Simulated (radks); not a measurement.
All-electron atom: Ca II in [Ne] 3s(up 1, down 0) 3p6 4s2 (not the ground configuration). All-electron calculation, scalar-relativistic Kohn-Sham, PBE, spin-polarised, spherical densities, point nucleus. Program: a radial shooting solver on a logarithmic mesh with Libxc functionals.

Normalised radial functions P(r) = r R(r), r in bohr:

```
   r/bohr * 3s up, o 3p up (the largest magnitude, 1.06, reaches the edge; | marks zero, & curves that meet)
 0.002887                             o*
 0.003759                             o *
 0.004895                             o *
 0.006374                             o  *
   0.0083                             o  *
  0.01081                             o   *
  0.01407                             o    *
  0.01832                             |o    *
  0.02386                             |o     *
  0.03132                             | o     *
  0.04078                             |  o    *
   0.0531                             |   o  *
  0.06915                             |    *o
  0.09004                             | *     o
   0.1172                          *  |         o
   0.1527                     *       |           o
   0.1988                *            |            o
   0.2589               *             |          o
   0.3398                   *         |     o
   0.4424                           o*|
   0.5761                 o           |           *
   0.7501        o                    |                      *
   0.9768    o                        |                          *
    1.272      o                      |                      *
    1.656             o               |              *
    2.157                    o        |      *
    2.808                         o   | *
    3.686                            o*
    4.799                             &
    6.249                             &
    8.138                             &
     10.6                             &
```

3s up: eigenvalue -62.450 eV, 2 radial nodes at r = 0.101, 0.450 bohr, <r> = 1.13 bohr, 90 % of the charge inside 1.68 bohr. 3p up: eigenvalue -42.803 eV, 1 radial node at r = 0.418 bohr, <r> = 1.21 bohr, 90 % of the charge inside 1.85 bohr.
